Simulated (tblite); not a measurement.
Species: C₄H₈GeO₃S.
SMILES with atom numbers: `[O:1]=[S:2](=[O:3])([OH:4])[C:5]1=[CH:6][CH2:7][GeH2:8][CH2:9]1` (hydrogens: H10 on O4; H11 on C6; H12, H13 on C7; H14, H15 on Ge8; H16, H17 on C9)

Cartesian coordinates in Å at the GFN2-xTB level; atoms count from 1:
```xyz
17
C4H8GeO3S angstrom
O      2.499   -0.111   -1.747
S      2.198    0.028   -0.360
O      2.880    1.028    0.410
O      2.496   -1.393    0.372
C      0.450    0.125   -0.132
C     -0.066    0.975    0.734
C     -1.552    1.021    0.917
Ge    -2.203   -0.345   -0.379
C     -0.358   -0.805   -0.954
H      3.070   -1.233    1.123
H      0.573    1.636    1.301
H     -1.809    0.796    1.952
H     -1.924    2.026    0.714
H     -2.956   -1.484    0.255
H     -3.082    0.212   -1.465
H     -0.154   -0.630   -2.010
H     -0.069   -1.834   -0.741
```

Computed values, GFN2-xTB/tblite, gas phase, harmonic and unscaled. Errors from tens to a few hundred cm⁻¹ against measured bands are possible. Modes of hydrogen on germanium can be 10 to 20 % off. One conformer, not necessarily the lowest.

Harmonic wavenumbers (cm⁻¹): 31.7, 48.2, 112.0, 123.1, 169.9, 223.6, 263.4, 315.2, 386.3, 393.1, 410.2, 416.9, 464.1, 513.0, 525.9, 599.8, 622.6, 629.6, 711.6, 719.5, 771.9, 825.8, 837.7, 840.1, 875.3, 1011.8, 1030.4, 1069.7, 1077.6, 1129.5, 1162.3, 1192.3, 1254.1, 1281.4, 1424.3, 1431.2, 1726.4, 1945.4, 2013.6, 2957.5, 2966.7, 2978.9, 2990.3, 3085.8, 3619.5.

A = 2509, B = 519.4, C = 478.2 MHz; mass 209.941 u (most abundant isotopes); point group C1, symmetry number 1.

Question: Zero-point energy?

Answer: Half the sum of the wavenumbers: 24590 cm⁻¹ = 70.31 kcal/mol.

Question: What is S at 298.15 K and 1 bar for an ideal gas of classical rigid rotors and harmonic oscillators?

Answer: Translation 41.95, rotation 30.62, vibration 33.37: S = 105.9 cal/(mol K).

Question: And Cp and H(298.15 K) − H(0)?

Answer: Cp = 42.66 cal/(mol K), of which vibrations give 34.71 (their classical limit is 45 R = 89.4); H(298.15 K) − H(0) = 7.56 kcal/mol without the zero-point energy, 5.19 from vibrations.

Question: What must be added to the electronic energy to get the Gibbs energy at 298.15 K and 1 bar?

Answer: ZPE + [H(298.15 K) − H(0)] − T·S = 70.31 + 7.56 − 31.59 = 46.28 kcal/mol.

Question: Blend soft modes into free rotors: weight 1/[1 + (100 cm⁻¹/ν̃)⁴] for the oscillator and the rest for a rotor with moment μB/(μ + B), μ = h/(8π²ν), B = 10⁻⁴⁴ kg m². What vibrational entropy results?

Answer: 30.12 cal/(mol K) in place of 33.37, which changes −T·S at 298.15 K by +0.97 kcal/mol.

Question: Which modes carry the vibrational entropy at 298.15 K?

Answer: 31.7 cm⁻¹: 5.72; 48.2 cm⁻¹: 4.89; 112.0 cm⁻¹: 3.23; 123.1 cm⁻¹: 3.05; 169.9 cm⁻¹: 2.44; 223.6 cm⁻¹: 1.93 cal/(mol K); the other 39 give 12.11 together.

Hindered rotation and anharmonicity are outside this model. Other conformers, if any are populated, would add a mixing term that is left out. The structure is chiral; the term R ln 2 for an equal mix with its mirror image is left out.

Hardware: one thread, Arm Neoverse N1 (aarch64), no GPU, shared host with 64 logical CPUs at a one-minute load of 53. Cost: 1.2 s wall. The figure is for the frequency step alone.
